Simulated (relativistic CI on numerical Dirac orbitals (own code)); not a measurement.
**Energy levels of Mg⁷⁺**

Method of calculation: Dirac-Coulomb-Breit CI, separate exchange-only KLI orbitals for each configuration, model QED, valence Slater integrals scaled by 0.9, P86 correlation estimate, and configurations built on the next ion tied to the tabulated ionisation energy (semi-empirical) (own radial code, finite nucleus).

Configurations in the expansion (outside the closed core 1s2): 2s2.2p, 2s2.3s, 2s2.3p, 2s2.3d, 2s2.4s, 2s.2p2, 2p3, 2p2.3s, 2p2.3p, 2p2.3d, 2s.2p.3s, 2s.2p.3p, 2s.2p.3d, 2s2.4p, 2s2.4d, 2s2.4f, 2s.2p.4s, 2s.2p.4p, 2s.2p.4d, 2s.2p.4f, 2s.3s2, 2s.3s.3p, 2s.3s.3d, 2s.3p2. Levels of other configurations are missing.

The lowest level is 2s2.2p 2P°_1/2, with 97 % of that term; Hund's rules for 2s2.2p give 2P° with J = 1/2, in agreement.

```
No.  Configuration  Term    J   E (eV)    %  Next component (%)  Landé g
  1         2s2.2p   2P°  1/2    0.000   97           3 2p3 2P°    0.665
  2         2s2.2p   2P°  3/2    0.407   97           3 2p3 2P°    1.333
  3    2s.2p2(3P)‡    4P  1/2   16.629  100                        2.669
  4    2s.2p2(3P)‡    4P  3/2   16.770  100                        1.734
  5    2s.2p2(3P)‡    4P  5/2   16.974  100                        1.601
  6    2s.2p2(1D)‡    2D  5/2   29.036  100                        1.200
  7    2s.2p2(1D)‡    2D  3/2   29.042  100                        0.799
  8    2s.2p2(1S)‡    2S  1/2   36.530   99                1 2P    1.993
  9    2s.2p2(3P)‡    2P  1/2   39.253   99                1 2S    0.675
 10    2s.2p2(3P)‡    2P  3/2   39.500  100                        1.333
 11           2p3‡   4S°  3/2   52.169  100                        2.001
 12           2p3‡   2D°  5/2   58.811  100                        1.200
 13           2p3‡   2D°  3/2   58.822   99                        0.800
 14           2p3‡   2P°  1/2   65.604   97        3 2s2.2p 2P°    0.665
 15           2p3‡   2P°  3/2   65.626   97        3 2s2.2p 2P°    1.333
 16         2s2.3s    2S  1/2  147.196   94         4 2p2.3s 2S    2.002
 17         2s2.3p   2P°  1/2  155.539   93        4 2p2.3p 2P°    0.666
 18         2s2.3p   2P°  3/2  155.645   93        4 2p2.3p 2P°    1.334
 19         2s2.3d    2D  3/2  162.886   95         4 2p2.3d 2D    0.799
 20         2s2.3d    2D  5/2  162.910   95         4 2p2.3d 2D    1.200
 21      2s.2p.3s‡   4P°  1/2  167.795   99        1 2p2.3p 4P°    2.669
 22      2s.2p.3s‡   4P°  3/2  167.931   99        1 2p2.3p 4P°    1.734
 23      2s.2p.3s‡   4P°  5/2  168.181   99        1 2p2.3p 4P°    1.601
 24      2s.2p.3s‡   2P°  1/2  171.343   96        2 2s2.3p 2P°    0.666
 25      2s.2p.3s‡   2P°  3/2  171.618   96        2 2s2.3p 2P°    1.334
 26      2s.2p.3p‡    4D  1/2  175.173   55               43 2P    0.296
 27      2s.2p.3p‡    4D  3/2  175.297   61               37 2P    1.253
 28      2s.2p.3p‡    2P  1/2  175.415   53               44 4D    0.369
 29      2s.2p.3p‡    2P  3/2  175.478   58               38 4D    1.285
 30      2s.2p.3p‡    4D  5/2  175.515   99                        1.372
 31      2s.2p.3p‡    4D  7/2  175.734   99                        1.429
 32      2s.2p.3p‡    4S  3/2  176.787   98                1 4P    1.994
 33      2s.2p.3p‡    4P  1/2  177.841   99                        2.668
 34      2s.2p.3p‡    4P  3/2  177.950   98                1 4S    1.736
 35      2s.2p.3p‡    4P  5/2  178.076   99                        1.599
 36      2s.2p.3p‡    2D  3/2  178.912   98         1 2p2.3s 2D    0.801
 37      2s.2p.3p‡    2D  5/2  179.173   98         1 2p2.3s 2D    1.202
 38      2s.2p.3p‡    2S  1/2  181.281   99                        2.001
 39      2s.2p.3d‡   4F°  3/2  181.756   99                        0.401
 40      2s.2p.3d‡   4F°  5/2  181.835   99                        1.030
 41      2s.2p.3d‡   4F°  7/2  181.952   99               1 4D°    1.239
 42      2s.2p.3d‡   4F°  9/2  182.117  100                        1.334
 43      2s.2p.3d‡   4D°  1/2  183.392   98        1 2p2.3p 4D°    0.019
 44      2s.2p.3d‡   4D°  3/2  183.409   95               3 4P°    1.213
 45      2s.2p.3d‡   4D°  5/2  183.446   90               6 4P°    1.383
 46      2s.2p.3d‡   4D°  7/2  183.552   98        1 2p2.3p 4D°    1.428
 47      2s.2p.3d‡   2D°  3/2  183.822   96        1 2p2.3p 2D°    0.811
 48      2s.2p.3d‡   2D°  5/2  183.846   84              11 4P°    1.249
 49      2s.2p.3d‡   4P°  5/2  184.116   82              13 2D°    1.538
 50      2s.2p.3d‡   4P°  3/2  184.183   95               3 4D°    1.710
 51      2s.2p.3d‡   4P°  1/2  184.236   98               1 4D°    2.645
 52      2s.2p.3s‡   2P°  1/2  184.319   94        3 2p2.3p 2P°    0.669
 53      2s.2p.3s‡   2P°  3/2  184.329   93      3 2s.2p.3d 2P°    1.332
 54      2s.2p.3d‡   2F°  5/2  187.107  100                        0.857
 55      2s.2p.3d‡   2F°  7/2  187.361  100                        1.143
 56      2s.2p.3d‡   2P°  3/2  187.862   95      3 2s.2p.3s 2P°    1.333
 57      2s.2p.3d‡   2P°  1/2  188.010   96      3 2s.2p.3s 2P°    0.666
 58      2s.2p.3p‡    2D  3/2  192.173   89                5 2P    0.830
 59      2s.2p.3p‡    2D  5/2  192.212   95         4 2p2.3s 2D    1.200
 60      2s.2p.3p‡    2P  1/2  192.251   90         8 2p2.3s 2P    0.668
 61      2s.2p.3p‡    2P  3/2  192.334   85         8 2p2.3s 2P    1.303
 62      2s.2p.3p‡    2S  1/2  193.572   91         4 2s2.4s 2S    2.000
 63    2p2(3P).3s‡    4P  1/2  197.762   99         1 2p2.3d 4P    2.669
 64    2p2(3P).3s‡    4P  3/2  197.910   99         1 2p2.3d 4P    1.734
 65    2p2(3P).3s‡    4P  5/2  198.131   99         1 2p2.3d 4P    1.600
 66      2s.2p.3d‡   2F°  7/2  198.488   92        5 2p2.3p 2F°    1.143
 67      2s.2p.3d‡   2F°  5/2  198.499   92        5 2p2.3p 2F°    0.856
 68      2s.2p.3d‡   2D°  3/2  199.558   98        1 2p2.3p 2D°    0.799
 69      2s.2p.3d‡   2D°  5/2  199.596   98        1 2p2.3p 2D°    1.200
 70      2s.2p.3d‡   2P°  1/2  200.783   94        4 2s2.4p 2P°    0.666
```

Energies count from the lowest computed level; ° marks odd parity. Percentages are summed over parent terms; the parents shown are those of the largest component, closed shells are left out there. ‡ marks configurations that were not tied to measured data.

The mean weight of the leading LS term, summed over parents, in these 70 levels is 94 %, and that of the leading jj configuration (from the same eigenvectors) 65 %, so LS coupling describes them better.

Configurations that consist of the next ion and one excited electron were tied to the tabulated ionisation energy; Rydberg ones are usually within 1,000 to 3,000 cm⁻¹ and the lowest ones within about 6,000 (9,000 in d shells), while levels on excited terms of the next ion carry the error of that term, and the other configurations can be misplaced by 10,000 cm⁻¹ or more. Rates follow the energies as ν³ (E1, M1) or ν⁵ (E2), so rates, branching and lifetimes can be off by large factors.

LS names give the leading component of a level, which can be under half, so a name can repeat, a term be missing and a line seem to break the LS rules.
